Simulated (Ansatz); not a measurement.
The Se1–H2 bond of H2OSe (SMILES O[SeH]) is stretched (multiplicity 1, the rest rigid).
Geometry at rest (charge 0, multiplicity 1):
| atom | x (Å) | y (Å) | z (Å) |
|---|---|---|---|
| Se | -0.2423 | -0.0634 | 0.2813 |
| H | -1.3282 | -0.3874 | -0.6732 |
| O | 1.0652 | 0.1787 | -0.9608 |
| H | 1.0461 | 1.1122 | -1.2051 |

Frozen-core correlation. Filled d and f shells under p-block atoms count as core.

The values were computed with Ansatz (Gaussian orbitals). Each number belongs to the level named beside it.

FIC-MRCISD+Q on CASSCF(4,3)/cc-pVTZ, total energies (hartree):

```
R (Å)        CASSCF        MRCISD  weight c² of the reference
-----  ------------  ------------  --------------------------
1.482  -2475.930149  -2476.303349                     0.90089
2.593  -2475.841713  -2476.206784                     0.89948
4.741  -2475.822077  -2476.184948                     0.89982
```

Question: Add the Davidson correction (E_MRCISD − E_CASSCF)(1 − c²)/c² and give the energies above the first point at the three levels.

Answer: 
Corrections (hartree): -0.041055, -0.040799, -0.040398. Above the first point (kcal/mol):
- R = 2.593 Å: CASSCF 55.5, MRCISD 60.6, with the correction 60.8
- R = 4.741 Å: CASSCF 67.8, MRCISD 74.3, with the correction 74.7

Doubts at one or more of the structures used: active orbitals that take no part (FIC-MRCISD+Q on CASSCF(4,3)/cc-pVTZ).

Ansatz is a quantum-chemistry and plane-wave program.
